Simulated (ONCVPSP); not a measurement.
# Before and after: ONCV potential for Gd (Z = 64)

- Element: gadolinium (Gd)
- Generator: ONCVPSP 4.0.1
- Type: optimised norm-conserving Vanderbilt (ONCV)
- Functional: PBE
- Relativity: scalar-relativistic
- Frozen core: [Kr]
- Valence charge: 28
- Reference configuration: 4d10 4f7 5s2 5p6 5d1.5 6s1.5
- Partial waves: 5s+6s: rc 2.05 bohr, ncon 5, nbas 8, qcut 6.1 1/bohr, 2 projectors; 5p: rc 2.15 bohr, ncon 4, nbas 8, qcut 5.7 1/bohr, 2 projectors, debl 1.3 Ha; 4d+5d: rc 1.15 bohr, ncon 4, nbas 9, qcut 12 1/bohr, 2 projectors; 4f: rc 1.15 bohr, ncon 3, nbas 7, qcut 14.2 1/bohr, 2 projectors, debl 3.8 Ha
- Local potential: polynomial inside 0.90 bohr (lpopt 3, dvloc0 0 Ha)
- Core correction: none

Change: d: qcut 11.5.

Cutoffs: the cutoffs (Ha) at which the residual kinetic energy of the hardest occupied pseudo-wave falls to 1 and 0.1 mHa per electron; they do not see the model core or the augmentation charge, which bear on the density cutoff. Errors are all-electron minus pseudo energies relative to the spin-unpolarised reference configuration.

Q: Predict the effect on cutoff, ghosts and configuration errors.

A: The potential gets harder (87 Ha and 96 Ha → 87 Ha and 185 Ha); both files keep a bound ghost (s); of the 4 tests that both files solve, the error grows in 0 and shrinks in 1 by more than 15 % and 0.3 meV (median size 2.0 → 2.0 meV).

```tsv
quantity	base	changed
cutoff, loose	87 Ha	87 Ha
cutoff, tight	96 Ha	185 Ha
loose cutoff by channel	s 15 Ha, p 7.5 Ha, d 66 Ha, f 87 Ha	s 15 Ha, p 7.5 Ha, d 64 Ha, f 87 Ha
bound ghosts	s	s
GHOST(+) flags under 300 eV	p at 60.6 eV	p at 60.6 eV
error for 4d10 4f7 5s2 5p6 5d1 6s2, meV [ΔE -0.84 eV]	+1.5	+1.5
error for 4d10 4f7 5s2 5p6 5d1 6s1, meV [ΔE 5.80 eV]	+0.1	+0.1
error for 4d10 4f7 5s2 5p6 5d1 6s0, meV [ΔE 17.90 eV]	-2.6	-2.6
error for 4d9 4f7 5s2 5p6 5d1 6s2, meV [ΔE 155.62 eV]	-67	-31
s: phases at 2.08 bohr within 0.05 rad from the reference energy up to (Ha; the scan ends near 5)	to the end of the scan	to the end of the scan
p: phases at 2.18 bohr within 0.05 rad from the reference energy up to (Ha; the scan ends near 5)	1.6	1.6
d: phases at 1.17 bohr within 0.05 rad from the reference energy up to (Ha; the scan ends near 5)	to the end of the scan	to the end of the scan
f: phases at 1.17 bohr within 0.05 rad from the reference energy up to (Ha; the scan ends near 5)	to the end of the scan	to the end of the scan
```

 A true bound ghost makes a file unfit for plane-wave use even where its test errors are small: the radial tests pick states by their node count and pass the ghost by.
